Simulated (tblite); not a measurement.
C₄H₁₆N₂OSi₂.
Numbering: `[CH3:1][CH2:2][O:3][Si@H:4]([SiH2:5][NH2:6])[N:7]([CH3:8])[CH3:9]` (hydrogens: H10, H11, H12 on C1; H13, H14 on C2; H15 on Si4; H16, H17 on Si5; H18, H19 on N6; H20, H21, H22 on C8; H23, H24, H25 on C9)

Structure optimised with GFN2-xTB, isolated species.

(1) Give the optimised bond lengths and angles.

Results:

(1) 
| bond | length (Å) | order |
| --- | --- | --- |
| C1–C2 | 1.523 | single |
| C2–O3 | 1.394 | single |
| O3–Si4 | 1.626 | single |
| Si4–Si5 | 2.306 | single |
| Si5–N6 | 1.727 | single |
| Si4–N7 | 1.723 | single |
| N7–C8, N7–C9 | 1.438 | single |
| C1–H10, C1–H11, C1–H12 | 1.087 | single |
| C2–H13 | 1.096 | single |
| C2–H14 | 1.096 | single |
| Si4–H15 | 1.478 | single |
| Si5–H16 | 1.487 | single |
| Si5–H17 | 1.475 | single |
| N6–H18, N6–H19 | 1.007 | single |
| C8–H20, C9–H24, C9–H25 | 1.097 | single |
| C8–H21, C8–H22, C9–H23 | 1.088 | single |

Bonds in one row agree within 0.01 Å and their mean is given. Orders are formal, as drawn. A selection of angles:
| angle | degrees |
| --- | --- |
| C1–C2–O3 | 111.0 |
| C2–O3–Si4 | 126.9 |
| O3–Si4–Si5 | 110.9 |
| O3–Si4–N7 | 101.0 |
| Si5–Si4–N7 | 117.0 |
| Si4–Si5–N6 | 107.4 |
| Si4–N7–C8 | 117.7 |
| Si4–N7–C9 | 122.7 |
| C8–N7–C9 | 112.7 |
| H18–N6–Si5 | 119.6 |
| H19–N6–Si5 | 118.9 |

Torsions: C1–C2–O3–Si4 107° (anticlinal); C2–O3–Si4–Si5 -50° (synclinal); O3–Si4–Si5–N6 150°; O3–Si4–N7–C8 -175° (antiperiplanar).

O3 (silyl ether oxygen) is bent (angle 126.9°). Of the pairs four or more bonds apart, O3···H23 is among the closest relative to their van der Waals radii: 2.40 Å, 88 % of the sum of Bondi's values. Si5 (SiH2 silicon) is distorted tetrahedral (angles from 102.4° to 116.6°). Si4 (oxygen-bound silicon) is distorted tetrahedral (angles from 101.0° to 117.0°). N6 (silicon-bound nitrogen) has angles 119.6°, 118.9° and 109.6°, sum 348.1°, 0.24 Å off the plane of its three neighbours. N7 (silicon-bound nitrogen) has angles 122.7°, 117.7° and 112.7°, sum 353.0°, 0.23 Å off the plane of its three neighbours.

Point group: C1 (no symmetry element, even within 0.4 Å). GFN2-xTB frequencies show an imaginary mode (23i cm⁻¹), so the point is no minimum at that level. Torsions: C1–C2–O3–Si4 107°, C2–O3–Si4–Si5 -50°, O3–Si4–Si5–N6 150°, Si4–Si5–N6–H 43° and -178°, O3–Si4–N7–C8 -175°. 2 starts were optimised and ended at 0.00 and 1.04 kcal/mol (GFN2-xTB); the lowest of these is shown.

All values are computed, not measured.
